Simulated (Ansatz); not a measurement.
Geometry optimisation, RKS PBE/def2-SVP (Ansatz 0.2.0).

Input file:

```yaml
crystal:
  periodic: [false, false, false]
  atoms:
    - { symbol: W, position_ang: [-0.276511, 0.217656, -0.660751] }
    - { symbol: O, position_ang: [1.003381, 0.05672, 2.18462] }
    - { symbol: H, position_ang: [0.131853, -0.261111, 2.491125] }
    - { symbol: H, position_ang: [1.296283, -0.705663, 1.621499] }
    - { symbol: H, position_ang: [0.288862, 1.802784, -0.355198] }
    - { symbol: H, position_ang: [-1.404465, -0.337026, 0.479567] }
    - { symbol: H, position_ang: [0.720406, -1.088018, -0.216328] }
    - { symbol: H, position_ang: [-0.731009, 0.033259, -2.307334] }
basis:
  gaussian: { orbitals: def2-SVP }
hamiltonian:
  xc: pbe
relax:
  f_tol: 0.03
  max_steps: 50
```

Launched with:

```bash
$ ansatz run input.yaml --threads 1 --pin off --max-ram 2048MiB --backend cpu --events-out ev --progress --plain --runs-dir out
```

Question: Where does it end, and by what steps?

Answer: The forces met the threshold. After 12 steps the energy has fallen by 0.725 eV; H3 moved furthest, 0.75 Å. Joined: W1–O2 (3.12 → 2.21 Å).

```csv
step,energy less start (eV),largest force component (eV/Å),accepted
0,0.0000,0.728,yes
1,-0.0914,1.312,yes
2,-0.1978,1.468,yes
3,-0.2500,1.078,yes
4,-0.3900,0.395,yes
5,-0.4916,0.699,yes
6,-0.5663,1.059,yes
7,-0.5905,1.596,yes
8,-0.6843,0.432,yes
9,-0.7106,0.328,yes
10,-0.7173,0.190,yes
11,-0.7254,0.057,yes
12,-0.7255,0.015,yes
```

```xyz
8
Properties=species:S:1:pos:R:3
W -0.335 0.287 -0.303
O 0.587 -0.086 1.668
H 0.323 -0.899 2.142
H 1.559 -0.024 1.742
H 0.533 1.773 -0.200
H -1.801 0.114 0.587
H 0.609 -1.129 -0.484
H -0.444 -0.317 -1.916
```

Whether the end is a true minimum wasn't checked by a vibrational analysis.

Time of the run: 23 s on 1 thread of Intel(R) Xeon(R) 6975P-C (Granite Rapids) (shared host), peak memory 0.15 GiB.
